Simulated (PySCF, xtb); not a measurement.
(1-methylcyclopropyl)methanol (C5H10O), SMILES CC1(CO)CC1.

GFN2-xTB in xtb 6.7.1 at its own geometry gives an orbital gap of 9.41 eV and a dipole moment of 1.78 D.

Geometry: B3LYP-D3(BJ)/def2-SVP. The values are those of a single conformer.

**Question.** What does PBE/def2-TZVP in PySCF give? (Estimate from the structure and the level; the computed values follow.)

**Answer.** gap 6.12 eV (levels -5.96 and 0.16 eV), dipole 1.51 D.
